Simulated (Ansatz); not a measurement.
Cost and result for the atomization energy of C$_{2}$H$_{4}$F$_{2}$OSi, SMILES `C=C(F)[SiH](O)F` (10 atoms, 9 bonds).

Z-matrix (Å, degrees):
```
Si
O 1 1.627
C 1 1.871 2 110.2
F 1 1.593 2 111.4 3 -118.0
H 1 1.473 2 107.0 3 123.8
H 2 0.959 1 118.9 3 60.4
F 3 1.352 1 114.9 2 -168.1
C 3 1.324 1 125.7 2 13.1
H 8 1.084 3 121.8 1 179.0
H 8 1.082 3 119.5 1 -0.2
```

Charge 0, multiplicity 1. Geometry: relaxed with PBE0-D4/def2-TZVP. It is one conformer, not always the lowest. Program: Ansatz. All runs use 4 threads of a server CPU on a shared host. Times are those of one run each, without the atoms' runs, and a repeat can differ threefold. Electronic energies, without spin–orbit coupling; frozen cores. CCSD(T)/CBS adds CCSD(T) − MP2 in def2-TZVPP to the MP2 limit, and its time is that of the two runs behind it. T1 = 0.012. B3LYP takes the VWN-RPA correlation (the form of Gaussian; ORCA's B3LYP/G). HSE06 is the plane-wave form, built on full-range PBE exchange.

CCSD(T)/CBS is a level of theory with its own doubt, some kJ/mol a heavy atom from the limit and from the frozen cores, so smaller differences don't rank the functionals.

| level | functions | wall time |
| --- | --- | --- |
| revPBE-D4/def2-TZVPP | 253 | 2.3 s |
| PBE-D4/def2-TZVPP (with forces) | 253 | 2.8 s |
| PBE0-D4/def2-TZVPP | 253 | 3.3 s |
| BHLYP-D4/def2-TZVPP | 253 | 3.4 s |
| HSE06-D4/def2-TZVPP | 253 | 3.6 s |
| r2SCAN-D4/def2-TZVPP (with forces) | 253 | 5.5 s |
| B3LYP-D4/def2-TZVPP (with forces) | 253 | 5.5 s |
| PBE-QIDH/def2-TZVPP | 253 | 6.5 s |
| CCSD(T)/def2-SVP | 108 | 8 s |
| ωB97X-V/def2-TZVPP | 253 | 8.5 s |
| MP2/def2-QZVPP | 475 | 25 s |
| CCSD(T)/def2-TZVPP | 253 | 4.2 min |
| CCSD(T)/CBS(def2) | – | 4.6 min |

(1) What atomization energy does each give, and how far from CCSD(T)/CBS? (An estimate is asked.)

## Answers

(1) Computed: 
| level | atomization (kJ/mol) | difference from CCSD(T)/CBS | per bond |
| --- | --- | --- | --- |
| revPBE-D4/def2-TZVPP | 4089.0 | -39.1 | -4.3 |
| PBE-D4/def2-TZVPP (with forces) | 4213.0 | 84.9 | 9.4 |
| PBE0-D4/def2-TZVPP | 4104.2 | -23.9 | -2.7 |
| BHLYP-D4/def2-TZVPP | 3950.3 | -177.8 | -19.8 |
| HSE06-D4/def2-TZVPP | 4107.7 | -20.4 | -2.3 |
| r2SCAN-D4/def2-TZVPP (with forces) | 4131.1 | 3.0 | 0.3 |
| B3LYP-D4/def2-TZVPP (with forces) | 4102.9 | -25.2 | -2.8 |
| PBE-QIDH/def2-TZVPP | 4078.7 | -49.4 | -5.5 |
| CCSD(T)/def2-SVP | 3843.2 | -284.9 | -31.7 |
| ωB97X-V/def2-TZVPP | 4122.6 | -5.5 | -0.6 |
| MP2/def2-QZVPP | 4204.5 | 76.4 | 8.5 |
| CCSD(T)/def2-TZVPP | 4008.4 | -119.7 | -13.3 |
| CCSD(T)/CBS(def2) | 4128.1 | 0.0 | 0.0 |

From PBE to PBE0 (25 % exact exchange), in def2-TZVPP and without D4, the atomization energy moves by −105.5 kJ/mol: exact exchange takes away binding that semilocal exchange gives to molecules. At CCSD(T), def2-SVP lies −284.9 kJ/mol from the extrapolated value and def2-TZVPP −119.7 kJ/mol: correlation converges slowly with the basis, and small sets miss more of it in the bonded molecule than in its fragments. In def2-TZVPP, CCSD(T) changes the Hartree–Fock value by +1035.1 kJ/mol (the triples alone add +70.1 kJ/mol) and MP2 by +1159.1 kJ/mol; breaking electron pairs costs correlation energy, which Hartree–Fock lacks.
